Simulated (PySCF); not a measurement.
CH$_{6}$GeO$_{2}$, singlet, geometry from GFN2-xTB; HF/6-31G (PySCF).

Here is a job for PySCF.
```python
from pyscf import gto, scf, solvent

mol = gto.Mole()
mol.atom = '''
    Ge   -0.058211   -0.064448    0.264116
    C     1.836622   -0.349641   -0.209762
    O    -1.164557   -0.873434   -0.841280
    O    -0.452186    1.606728    0.016823
    H    -0.450056   -0.450070    1.679612
    H     1.967538   -0.200654   -1.278375
    H     2.457877    0.367948    0.314513
    H     2.172773   -1.349419    0.048922
    H    -1.092075   -1.820241   -0.921203
    H    -1.279078    1.746265   -0.440957
'''
mol.basis = '6-31g'
mol.charge = 0
mol.spin = 0
mol.verbose = 4
mol.build()

mf = scf.RHF(mol)
mf.kernel()
mf.analyze()
```

What the program printed (banner, timings and long lists left out):

```
PySCF version 2.14.0

[INPUT] verbose = 4
[INPUT] num. atoms = 10
[INPUT] num. electrons = 60
[INPUT] charge = 0
[INPUT] spin (= nelec alpha-beta = 2S) = 0
[INPUT] symmetry False subgroup None
[INPUT] Mole.unit = angstrom
[INPUT] Symbol           X                Y                Z      unit          X                Y                Z       unit  Magmom
[INPUT]  1 Ge    -0.058211000000  -0.064448000000   0.264116000000 AA   -0.110002847437  -0.121789069276   0.499106905116 Bohr   0.0
[INPUT]  2 C      1.836622000000  -0.349641000000  -0.209762000000 AA    3.470712574351  -0.660725731919  -0.396392731341 Bohr   0.0
[INPUT]  3 O     -1.164557000000  -0.873434000000  -0.841280000000 AA   -2.200693786445  -1.650551047883  -1.589788794074 Bohr   0.0
[INPUT]  4 O     -0.452186000000   1.606728000000   0.016823000000 AA   -0.854507697363   3.036275876670   0.031790862594 Bohr   0.0
[INPUT]  5 H     -0.450056000000  -0.450070000000   1.679612000000 AA   -0.850482580717  -0.850509036883   3.174006675533 Bohr   0.0
[INPUT]  6 H      1.967538000000  -0.200654000000  -1.278375000000 AA    3.718107959674  -0.379181105798  -2.415778634491 Bohr   0.0
[INPUT]  7 H      2.457877000000   0.367948000000   0.314513000000 AA    4.644714377868   0.695320948081   0.594343432615 Bohr   0.0
[INPUT]  8 H      2.172773000000  -1.349419000000   0.048922000000 AA    4.105945900850  -2.550032337284   0.092449181466 Bohr   0.0
[INPUT]  9 H     -1.092075000000  -1.820241000000  -0.921203000000 AA   -2.063722657484  -3.439756970704  -1.740821375128 Bohr   0.0
[INPUT] 10 H     -1.279078000000   1.746265000000  -0.440957000000 AA   -2.417107111956   3.299962590914  -0.833287962710 Bohr   0.0

nuclear repulsion = 317.480578156739
number of shells = 38
number of NR pGTOs = 180
number of NR cGTOs = 66
basis = 6-31g
ecp = {}

******** <class 'pyscf.scf.hf.RHF'> ********
method = RHF
initial guess = minao
damping factor = 0
level_shift factor = 0
DIIS = <class 'pyscf.scf.diis.CDIIS'>
diis_start_cycle = 1
diis_space = 8
diis_damp = 0
SCF conv_tol = 1e-09
SCF conv_tol_grad = None
SCF max_cycles = 50
direct_scf = True
direct_scf_tol = 1e-13
Set gradient conv threshold to 3.16228e-05
Initial guess from minao.
init E= -2265.65749119285
  HOMO = -0.32222226846078  LUMO = 0.0644147995469901  gap/eV = 10.52093
cycle= 1 E= -2265.98916939768  delta_E= -0.332  |g|= 0.66  |ddm|= 2.74
  HOMO = -0.376839267163905  LUMO = 0.134677911217311  gap/eV = 13.91909
cycle= 2 E= -2266.05444656078  delta_E= -0.0653  |g|= 0.415  |ddm|= 0.815
  HOMO = -0.427166483300415  LUMO = 0.13417324242551  gap/eV = 15.27483
cycle= 3 E= -2266.0862176404  delta_E= -0.0318  |g|= 0.038  |ddm|= 0.294
  HOMO = -0.425551800961736  LUMO = 0.139044640665125  gap/eV = 15.36345
cycle= 4 E= -2266.08681047401  delta_E= -0.000593  |g|= 0.00748  |ddm|= 0.0696
  HOMO = -0.425198639990403  LUMO = 0.139096701722833  gap/eV = 15.35526
cycle= 5 E= -2266.0868285537  delta_E= -1.81e-05  |g|= 0.00285  |ddm|= 0.0107
  HOMO = -0.425444027463363  LUMO = 0.138996060628291  gap/eV = 15.35920
cycle= 6 E= -2266.08683171704  delta_E= -3.16e-06  |g|= 0.00063  |ddm|= 0.00507
  HOMO = -0.425488315645114  LUMO = 0.139022677902134  gap/eV = 15.36113
cycle= 7 E= -2266.08683197559  delta_E= -2.59e-07  |g|= 0.000185  |ddm|= 0.00155
  HOMO = -0.425472275234653  LUMO = 0.139029751879606  gap/eV = 15.36088
cycle= 8 E= -2266.08683198919  delta_E= -1.36e-08  |g|= 6.32e-05  |ddm|= 0.000309
  HOMO = -0.425472616958054  LUMO = 0.139025591970179  gap/eV = 15.36078
cycle= 9 E= -2266.08683199067  delta_E= -1.48e-09  |g|= 1.34e-05  |ddm|= 0.000111
  HOMO = -0.425474013987331  LUMO = 0.139025379930612  gap/eV = 15.36081
cycle= 10 E= -2266.08683199073  delta_E= -5.96e-11  |g|= 5.04e-06  |ddm|= 2e-05
  HOMO = -0.42547329872723  LUMO = 0.13902526425341  gap/eV = 15.36079
Extra cycle  E= -2266.08683199075  delta_E= -1.96e-11  |g|= 2.46e-06  |ddm|= 7.73e-06
converged SCF energy = -2266.08683199075
**** SCF Summaries ****
Total Energy =                       -2266.086831990753581
Nuclear Repulsion Energy =             317.480578156738829
One-electron Energy =                -3788.992154733022289
Two-electron Energy =                 1205.424744585529879
Two-electron Coulomb Energy =         1306.869302741166848
DFT Exchange-Correlation Energy =     -101.444558155636969
HOMO-LUMO gap [eV] =                    15.360788305001496
**** MO energy ****
MO #1   energy= -405.260795347301  occ= 2
MO #2   energy= -52.1938176076836  occ= 2
MO #3   energy= -46.2845626332434  occ= 2
MO #4   energy= -46.2842118974768  occ= 2
MO #5   energy= -46.2839531704232  occ= 2
MO #6   energy= -20.5558498133007  occ= 2
MO #7   energy= -20.5437694590752  occ= 2
MO #8   energy= -11.2300201067132  occ= 2
MO #9   energy= -7.23365058260297  occ= 2
MO #10  energy= -5.211457971275    occ= 2
MO #11  energy= -5.21013070146716  occ= 2
MO #12  energy= -5.20796596565068  occ= 2
MO #13  energy= -1.67362077132234  occ= 2
MO #14  energy= -1.66751188901189  occ= 2
MO #15  energy= -1.66275793132003  occ= 2
MO #16  energy= -1.66155905758412  occ= 2
MO #17  energy= -1.6609052967607   occ= 2
MO #18  energy= -1.3390072247415   occ= 2
MO #19  energy= -1.3081171397494   occ= 2
MO #20  energy= -0.962078500370863 occ= 2
MO #21  energy= -0.75271902288864  occ= 2
MO #22  energy= -0.672841213792703 occ= 2
MO #23  energy= -0.609744855828917 occ= 2
MO #24  energy= -0.5766923052722   occ= 2
MO #25  energy= -0.565640048812297 occ= 2
MO #26  energy= -0.542049029671104 occ= 2
MO #27  energy= -0.510320096617116 occ= 2
MO #28  energy= -0.495204977322305 occ= 2
MO #29  energy= -0.484905932200743 occ= 2
MO #30  energy= -0.42547329872723  occ= 2
MO #31  energy= 0.13902526425341   occ= 0
MO #32  energy= 0.167588463334717  occ= 0
MO #33  energy= 0.179449854462776  occ= 0
MO #34  energy= 0.218273049852446  occ= 0
MO #35  energy= 0.269467180043138  occ= 0
MO #36  energy= 0.281947098411877  occ= 0
MO #37  energy= 0.292840429188817  occ= 0
MO #38  energy= 0.299865254741779  occ= 0
 ** Mulliken pop on meta-lowdin orthogonal AOs  **
 ** Mulliken pop  **
 ** Mulliken atomic charges  **
charge of    0Ge =      1.21280
charge of    1C =     -0.55915
charge of    2O =     -0.78630
charge of    3O =     -0.77515
charge of    4H =     -0.12854
charge of    5H =      0.12747
charge of    6H =      0.13141
charge of    7H =      0.11411
charge of    8H =      0.32719
charge of    9H =      0.33615
Dipole moment(X, Y, Z, Debye):  0.98765, -2.92143,  0.36657
```
